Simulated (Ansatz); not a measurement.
Reaction (atomization): `O[SiH2]O[SiH2]Cl` → Cl• + 5 H• + 2 O• + 2 Si•

Calculated with Ansatz (gas phase, PBE0-D4/def2-TZVP geometries, no zero-point term in ΔE). CCSD(T)/CBS is the MP2 limit (def2-TZVPP, def2-QZVPP) plus CCSD(T) − MP2 in def2-TZVPP, frozen cores. This one scheme is used for every species, atoms too. Functionals use def2-TZVPP. No spin–orbit coupling; open shells (•) take unrestricted orbitals. Spin–orbit coupling would lower the free atoms: a little for Cl, O, Si. One conformer a species, not always the lowest.

Question: What is ΔE at CCSD(T)/CBS? (An estimate is asked.)

Answer: Ansatz gave: +865.8 kcal/mol.

Question: What do these levels give: BLYP-D4, PBE0-D4, r2SCAN0-D4, BHLYP-D4, revPBE, r2SCAN, r2SCAN0, BHLYP, HF/def2-SVP, CCSD(T)/def2-SVP, SCS-MP2/def2-QZVPP, CCSD/CBS(def2)? (Estimate.)

Answer: The calculation gave: BLYP-D4 850.3, PBE0-D4 845.6, r2SCAN0-D4 846.5, BHLYP-D4 835.6, revPBE 820.2, r2SCAN 858.8, r2SCAN0 844.7, BHLYP 827.6, HF/def2-SVP 618.8, CCSD(T)/def2-SVP 787.3, SCS-MP2/def2-QZVPP 871.5, CCSD/CBS(def2) 854.6 kcal/mol.

Largest T1 diagnostic among the species: 0.012.

At CCSD(T), def2-SVP lies −78.5 kcal/mol from the extrapolated value and def2-TZVPP −27.5 kcal/mol: correlation converges slowly with the basis, and small sets miss more of it in the bonded molecule than in its fragments. From BLYP to BHLYP (50 % exact exchange), in def2-TZVPP and without D4, ΔE moves by −9.6 kcal/mol: exact exchange takes away binding that semilocal exchange gives to molecules. Leaving LDA and LC-ωPBE aside and taking each functional with its dispersion term where it has one, the values, not all of them listed here, spread over 28.8 kcal/mol, from BHLYP-D4 to ωB97X-V. LDA lies +116.0 kcal/mol from PBE without D4, its usual overbinding.

For atomizations the MP2-based limit and the directly extrapolated one differ by several kJ/mol either way, and by 10 to 25 for some Ge, Se and Sn compounds, so smaller differences from it don't rank the levels.
